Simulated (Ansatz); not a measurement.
Program: Ansatz 0.2.0.

CH₅BOSi, SMILES `B1OC[SiH2]1` at its PBE0-D4/def2-TZVP geometry, where that method's forces vanish. The species carries charge 0 and has multiplicity 1.

```csv
atom,x (Å),y (Å),z (Å)
B1,-0.586,-0.313,1.261
O2,-1.005,-0.974,0.152
C3,-0.226,-0.435,-0.962
Si4,0.733,0.774,0.182
H5,-1.054,-0.550,2.334
H6,0.334,-1.247,-1.429
H7,-0.909,-0.007,-1.697
H8,2.200,0.532,0.263
H9,0.511,2.219,-0.103
```

Question: For each bond, give half the difference of the two atoms' forces along it (eV/Å; positive pushes the atoms apart) under PBE-D4, r2SCAN-D4, B3LYP-D4, ωB97M-V in def2-TZVPP. (Best estimate.)

Answer: The calculation gave: 
```
  bond  length (Å)  PBE-D4  r2SCAN-D4  B3LYP-D4  ωB97M-V
 B1–O2       1.357    0.43       0.21      0.08     0.08
B1–Si4       2.022   -0.03       0.04      0.18     0.10
 B1–H5       1.194   -0.03      -0.10     -0.21    -0.17
 O2–C3       1.462    0.37       0.38      0.35     0.24
C3–Si4       1.921    0.06       0.04      0.18     0.06
 C3–H6       1.091    0.06      -0.08     -0.15    -0.11
 C3–H7       1.091    0.06      -0.08     -0.15    -0.11
Si4–H8       1.489    0.06      -0.03     -0.10    -0.12
Si4–H9       1.489    0.06      -0.03     -0.10    -0.12
```

B3LYP here is the variant with VWN-RPA as its local correlation; programs differ in this.
